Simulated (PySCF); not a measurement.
C₃H₅BO₂, SMILES O=CB(C=C)O. Geometry optimised at r2SCAN-D4/def2-SVP. This is a generated structure with no PubChem entry under its InChIKey; it may be hypothetical. The values are those of a single conformer.

Computed equilibrium geometry at r2SCAN-D4/def2-SVP (PySCF confirms it by a frequency run) as bond lengths and angles, and its point group (one conformer of several):
point group Cs.
Atoms: C1 C2 B3 O4 C5 O6 H7 H8 H9 H10 H11. Bond lengths (Å): C1–C2 1.347, C1–H7 1.097, C1–H8 1.096, C2–B3 1.550, C2–H9 1.099, B3–O4 1.350, B3–C5 1.621, O4–H10 0.979, C5–O6 1.221, C5–H11 1.126. Bond angles (°): C2–C1–H7 120.6, C2–C1–H8 122.7, H7–C1–H8 116.6, C1–C2–B3 122.2, C1–C2–H9 118.0, B3–C2–H9 119.9, C2–B3–O4 122.2, C2–B3–C5 125.2, O4–B3–C5 112.7, B3–O4–H10 107.5, B3–C5–O6 117.8, B3–C5–H11 123.2, O6–C5–H11 119.0.
